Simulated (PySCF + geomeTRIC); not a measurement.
The multiplicity is imposed and other spin states were not computed.

The numbers are results of PySCF + geomeTRIC with TPSS-D3(BJ)/def2-SVP, not measurements. fastk is a local helper that only speeds up exchange builds. No frequencies were computed at this level.

```python
import json, numpy as np
from pyscf import gto, dft
from fastk import lowrank_exchange
atoms = """
Cd    -0.609506    -0.274001    -0.227701
O      0.799025    -0.244597    -1.505856
H      0.600086    -0.596641    -2.378631
F     -0.374390     0.378566     1.561651
"""
def scf(charge, spin, dm0=None):
    mol = gto.M(atom=atoms, basis='def2-svp', ecp={'Cd': 'def2-svp'}, charge=charge, spin=spin, verbose=3, max_memory=3780)
    mf = dft.KS(mol, xc='tpss').density_fit(auxbasis="def2-universal-jkfit")
    mf.disp = 'd3bj'
    mf.grids.level = 3
    mf.conv_tol = 1e-8
    mf.max_cycle = 120
    mf.level_shift = 0.25
    mf.kernel(dm0)
    if not mf.converged:
        mf = mf.newton().run(mf.mo_coeff, mf.mo_occ).undo_soscf()
    return mf
mf = scf(0, 0)
from pyscf.geomopt.geometric_solver import kernel as optimize
path = []
done, mol = optimize(mf, maxsteps=120, assert_convergence=False, callback=lambda env: path.append((env["energy"], bool(env["g_scanner"].converged))))
res = dict(converged=bool(done and path[-1][1]), energy=path[-1][0], path=[e for e, c in path], xyz=mol.atom_coords(unit="Angstrom").tolist(), nao=mol.nao)
json.dump(res, open("result.json", "w"))
```

Output:

```
converged SCF energy = -343.17789615052
Geometry optimization cycle 1
converged SCF energy = -343.177896145015
cycle 1: E = -343.177896145  dE = -343.178  norm(grad) = 0.0509047
Geometry optimization cycle 2
converged SCF energy = -343.189343239762
cycle 2: E = -343.18934324  dE = -0.0114471  norm(grad) = 0.0238155
Geometry optimization cycle 3
converged SCF energy = -343.199266297388
cycle 3: E = -343.199266297  dE = -0.00992306  norm(grad) = 0.0245972
Geometry optimization cycle 4
converged SCF energy = -343.207343748567
cycle 4: E = -343.207343749  dE = -0.00807745  norm(grad) = 0.0154712
Geometry optimization cycle 5
converged SCF energy = -343.208648856609
cycle 5: E = -343.208648857  dE = -0.00130511  norm(grad) = 0.00707003
Geometry optimization cycle 6
converged SCF energy = -343.208842292354
cycle 6: E = -343.208842292  dE = -0.000193436  norm(grad) = 0.00248489
Geometry optimization cycle 7
converged SCF energy = -343.20887774505
cycle 7: E = -343.208877745  dE = -3.54527e-05  norm(grad) = 0.00037172
Geometry optimization cycle 8
converged SCF energy = -343.208880991941
cycle 8: E = -343.208880992  dE = -3.24689e-06  norm(grad) = 0.000419406
Geometry optimization cycle 9
converged SCF energy = -343.208884915251
cycle 9: E = -343.208884915  dE = -3.92331e-06  norm(grad) = 0.000342609
Geometry optimization cycle 10
converged SCF energy = -343.208861921344
cycle 10: E = -343.208861921  dE = 2.29939e-05  norm(grad) = 0.00360905
Geometry optimization cycle 11
converged SCF energy = -343.20890601897
cycle 11: E = -343.208906019  dE = -4.40976e-05  norm(grad) = 0.00180566
Geometry optimization cycle 12
converged SCF energy = -343.208916145238
cycle 12: E = -343.208916145  dE = -1.01263e-05  norm(grad) = 0.000324904
Geometry optimization cycle 13
converged SCF energy = -343.208916046477
cycle 13: E = -343.208916046  dE = 9.87603e-08  norm(grad) = 0.000292484
<class 'geometric.internal.Distance'> : 3
<class 'geometric.internal.Angle'> : 2
<class 'geometric.internal.Dihedral'> : 1
<class 'geometric.internal.TranslationX'> : 1
<class 'geometric.internal.TranslationY'> : 1
<class 'geometric.internal.TranslationZ'> : 1
<class 'geometric.internal.RotationA'> : 1
<class 'geometric.internal.RotationB'> : 1
<class 'geometric.internal.RotationC'> : 1
Step    0 : Gradient = 2.545e-02/3.546e-02 (rms/max) Energy = -343.1778961450
Step    1 : Displace = 1.028e-01/1.421e-01 (rms/max) Trust = 1.000e-01 (=) Grad = 1.191e-02/1.787e-02 (rms/max) E (change) = -343.1893432398 (-1.145e-02) Quality = 1.051
Step    2 : Displace = 1.432e-01/1.896e-01 (rms/max) Trust = 1.414e-01 (+) Grad = 1.230e-02/1.893e-02 (rms/max) E (change) = -343.1992662974 (-9.923e-03) Quality = 1.331
Step    3 : Displace = 1.936e-01/2.965e-01 (rms/max) Trust = 2.000e-01 (+) Grad = 7.736e-03/8.662e-03 (rms/max) E (change) = -343.2073437486 (-8.077e-03) Quality = 0.975
Step    4 : Displace = 8.963e-02/1.230e-01 (rms/max) Trust = 2.828e-01 (+) Grad = 3.535e-03/3.975e-03 (rms/max) E (change) = -343.2086488566 (-1.305e-03) Quality = 1.126
Step    5 : Displace = 1.424e-02/2.149e-02 (rms/max) Trust = 3.000e-01 (+) Grad = 1.242e-03/1.635e-03 (rms/max) E (change) = -343.2088422924 (-1.934e-04) Quality = 1.317
Step    6 : Displace = 8.849e-03/1.307e-02 (rms/max) Trust = 3.000e-01 (=) Grad = 1.859e-04/2.505e-04 (rms/max) E (change) = -343.2088777450 (-3.545e-05) Quality = 0.925
Step    7 : Displace = 7.379e-04/1.179e-03 (rms/max) Trust = 3.000e-01 (=) Grad = 2.097e-04/2.877e-04 (rms/max) E (change) = -343.2088809919 (-3.247e-06) Quality = 1.020
Step    8 : Displace = 8.719e-04/1.167e-03 (rms/max) Trust = 3.000e-01 (=) Grad = 1.713e-04/2.680e-04 (rms/max) E (change) = -343.2088849153 (-3.923e-06) Quality = 1.117
Step    9 : Displace = 9.178e-03/1.225e-02 (rms/max) Trust = 3.000e-01 (=) Grad = 1.805e-03/2.070e-03 (rms/max) E (change) = -343.2088619213 (+2.299e-05) Quality = -0.358
Step   10 : Displace = 4.697e-03/6.330e-03 (rms/max) Trust = 4.589e-03 (-) Grad = 8.942e-04/1.065e-03 (rms/max) E (change) = -343.2089060190 (-4.410e-05) Quality = 1.111
Step   11 : Displace = 4.666e-03/6.427e-03 (rms/max) Trust = 6.490e-03 (+) Grad = 1.057e-04/1.580e-04 (rms/max) E (change) = -343.2089161452 (-1.013e-05) Quality = 0.737
Step   12 : Displace = 4.084e-04/5.514e-04 (rms/max) Trust = 6.490e-03 (=) Grad = 7.732e-05/1.146e-04 (rms/max) E (change) = -343.2089160465 (+9.876e-08) Quality = -0.785
Converged! =D
```

Cost: about 80 core-seconds (a rough figure).
